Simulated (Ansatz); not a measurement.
Geometry optimisation, RKS B3LYP/STO-3G (Ansatz).

The input (input.yaml):

```yaml
crystal:
  periodic: [false, false, false]
  atoms:
    - { symbol: C, position_ang: [-0.544, 0.929, 1.4738] }
    - { symbol: C, position_ang: [0.4046, -0.075, 0.981] }
    - { symbol: B, position_ang: [0.1139, -0.4969, -0.5534] }
    - { symbol: "N", position_ang: [-0.1511, -1.9269, -0.8744] }
    - { symbol: C, position_ang: [0.3788, 0.5316, -1.7429] }
    - { symbol: F, position_ang: [-0.5674, 1.5615, -1.6644] }
    - { symbol: H, position_ang: [-0.3926, 1.1836, 2.543] }
    - { symbol: H, position_ang: [-1.595, 0.6222, 1.3309] }
    - { symbol: H, position_ang: [-0.4612, 1.9411, 0.9439] }
    - { symbol: H, position_ang: [1.442, 0.3302, 1.0975] }
    - { symbol: H, position_ang: [0.3153, -0.9711, 1.6496] }
    - { symbol: H, position_ang: [-1.089, -2.1468, -0.3397] }
    - { symbol: H, position_ang: [0.4739, -2.5245, -0.4922] }
    - { symbol: H, position_ang: [1.3673, 0.9884, -1.6267] }
    - { symbol: H, position_ang: [0.2827, 0.0027, -2.6967] }
basis:
  gaussian: { orbitals: STO-3G }
hamiltonian:
  xc: b3lyp
relax:
  f_tol: 0.015
  max_steps: 40
```

Command:

```bash
$ ansatz run input.yaml --threads 1 --pin off --max-ram 2048MiB --backend cpu --events-out ev --progress --plain --runs-dir out
```

**Question.** Where does it end, and by what steps?

**Answer.** It converged. The force dipped under the threshold on the way, but the program's further checks kept it going. Limits of this set-up: minimal basis. After 19 steps the energy has fallen by 2.593 eV; H13 moved furthest, 1.30 Å.

| step | energy less start (eV) | largest force component (eV/Å) | accepted |
| --- | --- | --- | --- |
| 0 | 0.0000 | 6.824 | yes |
| 1 | -0.7184 | 1.724 | yes |
| 2 | -0.8700 | 0.435 | yes |
| 3 | -0.9834 | 1.693 | yes |
| 4 | -1.1840 | 2.263 | yes |
| 5 | -1.4525 | 1.985 | yes |
| 6 | -1.7887 | 1.973 | yes |
| 7 | -2.0561 | 1.538 | yes |
| 8 | -2.2788 | 1.622 | yes |
| 9 | -2.4806 | 0.645 | yes |
| 10 | -2.5279 | 0.802 | yes |
| 11 | -2.5766 | 0.413 | yes |
| 12 | -2.5794 | 0.679 | yes |
| 13 | -2.5891 | 0.101 | yes |
| 14 | -2.5917 | 0.075 | yes |
| 15 | -2.5925 | 0.096 | yes |
| 16 | -2.5928 | 0.059 | yes |
| 17 | -2.5930 | 0.020 | yes |
| 18 | -2.5931 | 0.014 | yes |
| 19 | -2.5932 | 0.014 | yes |

```xyz
15
Properties=species:S:1:pos:R:3
C -0.723 1.080 1.382
C 0.285 -0.090 1.136
B 0.223 -0.578 -0.378
N 0.025 -1.916 -0.696
C 0.409 0.479 -1.589
F 0.139 1.832 -1.231
H -0.547 1.569 2.353
H -1.762 0.716 1.364
H -0.595 1.814 0.566
H 1.301 0.291 1.346
H 0.101 -0.908 1.853
H -0.079 -2.667 0.017
H -0.029 -2.289 -1.666
H 1.463 0.415 -1.966
H -0.232 0.202 -2.464
```

Time of the run: 93 s on 1 thread of Intel(R) Xeon(R) Platinum 8375C CPU @ 2.90GHz (Ice Lake), with other jobs on the host, peak memory 0.16 GiB.
